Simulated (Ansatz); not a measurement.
Ge4O9H2. Total charge 0; triplet. Geometry PBE-D4/def2-SVP, that of the neutral singlet; atoms count from 1.

Cartesian coordinates in Å:
```
Ge -0.4648 0.0954 -0.8669
Ge 1.2874 -1.0106 0.6046
Ge -3.1624 1.0518 0.4091
Ge 2.4091 0.3332 -1.9379
O -4.7672 1.3494 0.2309
O 0.6467 0.6818 -2.1395
O 3.5763 0.7891 -2.9986
O -2.1278 0.6038 -1.0367
O 2.6967 -0.5769 -0.4097
O -2.1260 1.0522 1.8273
O 1.8184 -1.9143 2.0041
O 0.3151 0.5522 0.7545
O -0.0036 -1.6406 -0.5315
H -1.1586 0.9209 1.5922
H 1.0607 -2.2875 2.4983
```

At PBE0-D4/def2-SVP a singlet of charge 0 lies 3.65 eV below the triplet at the same geometry. The structure comes from a short search, and lower isomers may exist.

(1) Estimate the Mulliken populations from the PBE0/def2-SVP orbitals of Ansatz.

(2) Where does the spin sit?

(3) And the Mayer bond orders between heavy atoms (over 0.3)?

Results:

(1) 
| atom | charge (e) | spin (α − β) |
| --- | --- | --- |
| Ge1 | 1.13 | 0.09 |
| Ge2 | 1.12 | 0.01 |
| Ge3 | 0.77 | 0.64 |
| Ge4 | 0.99 | 0.01 |
| O5 | -0.16 | 1.06 |
| O6 | -0.60 | 0.01 |
| O7 | -0.45 | 0.01 |
| O8 | -0.57 | 0.04 |
| O9 | -0.61 | 0.00 |
| O10 | -0.42 | 0.10 |
| O11 | -0.38 | 0.00 |
| O12 | -0.67 | 0.00 |
| O13 | -0.60 | 0.01 |
| H14 | 0.23 | 0.01 |
| H15 | 0.23 | 0.00 |
Mulliken values depend strongly on the basis.

(2) Summed by element: Ge 0.75, O 1.24, H 0.01, of 2 unpaired in all. Largest on single atoms: O5 1.06, Ge3 0.64, O10 0.10.

(3) Ge1–O6 0.93 (1.79 Å); Ge1–O8 1.06 (1.75 Å); Ge1–O12 0.77 (1.86 Å); Ge1–O13 0.90 (1.83 Å); Ge2–O9 0.94 (1.79 Å); Ge2–O11 1.15 (1.75 Å); Ge2–O12 0.83 (1.85 Å); Ge2–O13 0.90 (1.83 Å); Ge3–O5 1.12 (1.64 Å); Ge3–O8 0.79 (1.83 Å); Ge3–O10 1.12 (1.76 Å); Ge4–O6 0.93 (1.81 Å); Ge4–O7 2.02 (1.64 Å); Ge4–O9 0.93 (1.80 Å).
